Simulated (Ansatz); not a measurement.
`[BH2][AlH][BH]O` + `CCC#CF` → `BCC#CF` + `[CH3][AlH][BH]O`  (formal exchange of groups at a B–Al bond)

Isolated molecules relaxed with PBE0-D4/def2-TZVP in Ansatz; ΔE leaves out vibrations. CBS: MP2 limit from def2 TZ/QZ plus the TZ coupled-cluster correction, frozen cores. DFT in def2-TZVPP. HSE06 is defined as in plane-wave codes. Each species was taken in one conformer, which may not be the lowest.

Is it downhill or uphill in electronic energy at CCSD(T)/CBS, and by how much? (Best estimate.)

Computed: Downhill: ΔE = -15.6 kcal/mol.

What do these levels give: PBE-D4, BLYP-D4, PBE0-D4, r2SCANh-D4, HSE06-D4, ωB97X-V, PBE-QIDH, PBE, r2SCAN0, RPA@PBE/def2-TZVPP, HF/def2-SVP, HF/CBS(def2)? (Estimate.)

The calculation gave: PBE-D4 -14.2, BLYP-D4 -15.1, PBE0-D4 -14.7, r2SCANh-D4 -15.9, HSE06-D4 -14.7, ωB97X-V -15.3, PBE-QIDH -15.7, PBE -14.1, r2SCAN0 -16.0, RPA@PBE/def2-TZVPP -14.4, HF/def2-SVP -13.2, HF/CBS(def2) -14.2 kcal/mol.

Largest T1 diagnostic among the species: 0.014.

Leaving LDA and LC-ωPBE aside and taking each functional with its dispersion term where it has one, the values, not all of them listed here, spread over 3.4 kcal/mol, from ωB97M-V to revPBE-D4. LDA lies −1.0 kcal/mol from PBE without D4. In def2-TZVPP, CCSD(T) changes the Hartree–Fock value by −1.0 kcal/mol (the triples alone add −0.3 kcal/mol) and MP2 by −3.2 kcal/mol. At CCSD(T), def2-SVP lies +3.5 kcal/mol from the extrapolated value and def2-TZVPP +0.6 kcal/mol.
